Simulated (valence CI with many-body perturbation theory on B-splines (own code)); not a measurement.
## E1 transitions of La⁵¹⁺

Method: relativistic CI+MBPT: four valence electrons over a frozen Dirac-Fock core [He], a basis of 11 s, 11 p, 9 d, 7 f, 5 g, 2 h, 1 i functions for each j, with the one-electron correlation potential Σ1, the two-electron term Σ2, the three-electron term Σ3, Breit, model QED; selected CI, second order for the rest (own B-spline code, finite nucleus).

The last digits are not significant, and no measured levels were compared; by estimate large intervals hold to a few tenths of a per cent, small ones and those within an open d or f shell to about a per cent. Among the levels kept, up to 270 cm⁻¹ of a level comes from second order outside the variational space, and about a tenth of that is noise between levels of different J, which matters for small intervals.

Lines 1 to 50 of 281 in falling wavelength, among levels below 53760 × 10³ cm⁻¹, chosen from the strongest by gf and those to the six lowest levels. Wavelengths and rates use the calculated energies. Electric multipoles are in the length gauge, E1 and E2 with the static RPA response of the core. Weak lines are less certain than strong ones. Lines between different terms over intervals too small for the method are left out, as are lines whose strength nearly cancels. The highest levels of a list are the least certain.

Levels are named by their leading jj configuration (3d3/2^4 stands for four electrons in 3d with j = 3/2), which in mixed levels can hold well under half, so a name can repeat and another be missing. Letters in brackets count levels of one name in rising energy.

| λ vac (Å) | Upper | Lower | A (s⁻¹) | S (a.u.) with core polarisation | S without |
| --- | --- | --- | --- | --- | --- |
| 139.1 | (2s 2p1/2 2p3/2 3d5/2) J=4 [a] | (2s 2p1/2 2p3/2 3p3/2) J=3 [a] | 7.76e+09 | 9.28e-02 | 9.28e-02 |
| 137.1 | (2s^2 2p3/2 3d5/2) J=4 | (2s^2 2p3/2 3p3/2) J=3 | 8.16e+09 | 9.34e-02 | 9.33e-02 |
| 136.0 | (2s 2p1/2 2p3/2 3d5/2) J=5 | (2s 2p1/2 2p3/2 3p3/2) J=4 | 1.19e+10 | 1.62e-01 | 1.62e-01 |
| 133.6 | (2s 2p1/2^2 3d5/2) J=3 | (2s 2p1/2^2 3p3/2) J=2 | 1.25e+10 | 1.03e-01 | 1.03e-01 |
| 132.6 | (2s 2p1/2 2p3/2 3p1/2) J=2 [b] | (2s 2p1/2 2p3/2 3s) J=3 | 8.56e+09 | 4.93e-02 | 4.93e-02 |
| 128.8 | (2s 2p1/2 2p3/2 3d5/2) J=4 [c] | (2s 2p1/2 2p3/2 3p3/2) J=3 [c] | 1.34e+10 | 1.28e-01 | 1.28e-01 |
| 128.1 | (2s 2p1/2 2p3/2 3d5/2) J=4 [b] | (2s 2p1/2 2p3/2 3p3/2) J=3 [b] | 1.14e+10 | 1.07e-01 | 1.07e-01 |
| 126.7 | (2s^2 2p3/2 3d5/2) J=3 | (2s^2 2p3/2 3p3/2) J=2 | 6.79e+09 | 4.77e-02 | 4.77e-02 |
| 125.8 | (2s^2 2p1/2 3d5/2) J=3 | (2s^2 2p1/2 3p3/2) J=2 | 1.39e+10 | 9.55e-02 | 9.55e-02 |
| 123.5 | (2s 2p1/2 2p3/2 3d5/2) J=3 [a] | (2s 2p1/2 2p3/2 3p3/2) J=2 [a] | 1.14e+10 | 7.43e-02 | 7.43e-02 |
| 121.2 | (2s 2p1/2 2p3/2 3d5/2) J=2 [a] | (2s 2p1/2 2p3/2 3p3/2) J=1 [a] | 9.05e+09 | 3.97e-02 | 3.98e-02 |
| 120.0 | (2s 2p1/2^2 3d5/2) J=2 | (2s 2p1/2^2 3p3/2) J=1 | 1.57e+10 | 6.72e-02 | 6.72e-02 |
| 118.9 | (2s 2p1/2 2p3/2 3d5/2) J=3 [b] | (2s 2p1/2 2p3/2 3p3/2) J=2 [b] | 7.75e+09 | 4.49e-02 | 4.50e-02 |
| 118.0 | (2s 2p1/2 2p3/2 3d5/2) J=3 [c] | (2s 2p1/2 2p3/2 3p3/2) J=2 [c] | 1.09e+10 | 6.22e-02 | 6.22e-02 |
| 81.07 | (2s 2p1/2 2p3/2^2) J=2 [a] | (2s^2 2p3/2^2) J=2 | 1.02e+09 | 1.35e-03 | 1.35e-03 |
| 78.21 | (2s 2p1/2 2p3/2 3p3/2) J=4 | (2s^2 2p3/2 3p3/2) J=3 | 3.17e+10 | 6.74e-02 | 6.75e-02 |
| 76.61 | (2s 2p1/2 2p3/2 3p3/2) J=3 [b] | (2s^2 2p3/2 3p3/2) J=2 | 2.05e+10 | 3.18e-02 | 3.18e-02 |
| 72.04 | (2s 2p1/2 2p3/2 3d3/2) J=3 [b] | (2s 2p1/2 2p3/2 3p1/2) J=2 [b] | 1.90e+10 | 2.46e-02 | 2.46e-02 |
| 70.75 | (2s 2p1/2^2 3p3/2) J=2 | (2s^2 2p1/2 3p3/2) J=1 | 5.59e+10 | 4.88e-02 | 4.89e-02 |
| 69.85 | (2s 2p1/2 2p3/2 3d3/2) J=2 [b] | (2s 2p1/2 2p3/2 3p1/2) J=2 [b] | 4.39e+10 | 3.70e-02 | 3.70e-02 |
| 68.71 | (2s 2p1/2 2p3/2 3p3/2) J=1 [a] | (2s 2p1/2 2p3/2 3s) J=1 [a] | 7.00e+10 | 3.36e-02 | 3.36e-02 |
| 67.91 | (2s 2p1/2^2 3p3/2) J=1 | (2s 2p1/2^2 3s) J=0 | 7.62e+10 | 3.53e-02 | 3.53e-02 |
| 67.91 | (2s^2 2p3/2 3p3/2) J=1 | (2s^2 2p3/2 3s) J=1 | 6.79e+10 | 3.15e-02 | 3.15e-02 |
| 67.85 | (2s 2p1/2 2p3/2 3d3/2) J=2 [a] | (2s 2p1/2 2p3/2 3p1/2) J=2 [a] | 3.55e+10 | 2.74e-02 | 2.74e-02 |
| 67.64 | (2s^2 2p1/2 3d3/2) J=1 | (2s^2 2p1/2 3p1/2) J=0 | 5.29e+10 | 2.42e-02 | 2.42e-02 |
| 67.61 | (2s 2p1/2 2p3/2 3p3/2) J=2 [b] | (2s 2p1/2 2p3/2 3s) J=2 [b] | 7.47e+10 | 5.70e-02 | 5.70e-02 |
| 67.35 | (2s 2p1/2 2p3/2 3d3/2) J=2 [d] | (2s 2p1/2 2p3/2 3p1/2) J=1 [c] | 5.43e+10 | 4.09e-02 | 4.10e-02 |
| 67.17 | (2s 2p1/2 2p3/2 3p3/2) J=3 [c] | (2s 2p1/2 2p3/2 3s) J=2 [c] | 9.94e+10 | 1.04e-01 | 1.04e-01 |
| 66.99 | (2s 2p1/2^2 2p3/2) J=2 | (2s^2 2p1/2 2p3/2) J=2 | 6.28e+09 | 4.66e-03 | 4.67e-03 |
| 66.76 | (2s 2p1/2 2p3/2 3d5/2) J=4 [a] | (2s 2p1/2 2p3/2 3p1/2) J=3 | 1.92e+10 | 2.54e-02 | 2.54e-02 |
| 66.50 | (2s^2 2p3/2 3d3/2) J=2 | (2s^2 2p3/2 3p1/2) J=1 | 4.13e+10 | 2.99e-02 | 2.99e-02 |
| 66.27 | (2s 2p1/2^2 3d3/2) J=1 | (2s 2p1/2^2 3p1/2) J=0 | 5.49e+10 | 2.37e-02 | 2.37e-02 |
| 65.34 | (2s 2p1/2 2p3/2^2) J=3 | (2s^2 2p3/2^2) J=2 | 9.45e+09 | 9.10e-03 | 9.12e-03 |
| 65.29 | (2s 2p1/2 2p3/2 3d3/2) J=3 [c] | (2s 2p1/2 2p3/2 3p1/2) J=2 [c] | 6.74e+10 | 6.48e-02 | 6.48e-02 |
| 65.16 | (2s 2p1/2 2p3/2 3d3/2) J=3 [a] | (2s 2p1/2 2p3/2 3p1/2) J=2 [a] | 7.23e+10 | 6.91e-02 | 6.91e-02 |
| 64.79 | (2s 2p1/2 2p3/2 3p3/2) J=2 [a] | (2s 2p1/2 2p3/2 3s) J=1 [a] | 6.06e+10 | 4.07e-02 | 4.07e-02 |
| 64.66 | (2s 2p1/2 2p3/2 3p3/2) J=1 [b] | (2s 2p1/2 2p3/2 3s) J=2 [b] | 6.28e+10 | 2.52e-02 | 2.52e-02 |
| 64.66 | (2s 2p1/2 2p3/2 3d3/2) J=2 [a] | (2s 2p1/2 2p3/2 3p1/2) J=1 [a] | 4.30e+10 | 2.87e-02 | 2.87e-02 |
| 64.60 | (2s^2 2p1/2 3d3/2) J=2 | (2s^2 2p1/2 3p1/2) J=1 | 8.34e+10 | 5.55e-02 | 5.55e-02 |
| 64.59 | (2s^2 2p3/2 3d3/2) J=3 | (2s^2 2p3/2 3p1/2) J=2 | 8.71e+10 | 8.11e-02 | 8.11e-02 |
| 64.21 | (2s 2p1/2 2p3/2 3d3/2) J=1 [a] | (2s 2p1/2 2p3/2 3p1/2) J=1 [a] | 7.14e+10 | 2.80e-02 | 2.80e-02 |
| 64.04 | (2s 2p1/2 2p3/2 3d3/2) J=4 | (2s 2p1/2 2p3/2 3p1/2) J=3 | 5.02e+10 | 5.85e-02 | 5.85e-02 |
| 63.89 | (2s 2p1/2 2p3/2 3p3/2) J=3 [a] | (2s 2p1/2 2p3/2 3s) J=2 [a] | 1.26e+11 | 1.13e-01 | 1.13e-01 |
| 63.89 | (2s 2p1/2^2 3d3/2) J=2 | (2s 2p1/2^2 3p1/2) J=1 | 6.59e+10 | 4.24e-02 | 4.24e-02 |
| 63.32 | (2s^2 2p3/2 3p3/2) J=3 | (2s^2 2p3/2 3s) J=2 | 1.40e+11 | 1.22e-01 | 1.23e-01 |
| 62.87 | (2s 2p1/2 2p3/2 3d3/2) J=3 [b] | (2s 2p1/2 2p3/2 3p1/2) J=3 | 4.44e+10 | 3.81e-02 | 3.81e-02 |
| 62.81 | (2s 2p1/2 2p3/2 3p3/2) J=3 [b] | (2s 2p1/2 2p3/2 3s) J=2 [b] | 4.52e+10 | 3.87e-02 | 3.87e-02 |
| 62.57 | (2s 2p1/2 2p3/2 3p3/2) J=4 | (2s 2p1/2 2p3/2 3s) J=3 | 9.83e+10 | 1.07e-01 | 1.07e-01 |
| 62.40 | (2s 2p1/2 2p3/2 3p3/2) J=2 [d] | (2s 2p1/2 2p3/2 3s) J=1 [c] | 1.23e+11 | 7.40e-02 | 7.41e-02 |
| 61.71 | (2s^2 2p1/2 3p3/2) J=2 | (2s^2 2p1/2 3s) J=1 | 1.47e+11 | 8.50e-02 | 8.51e-02 |
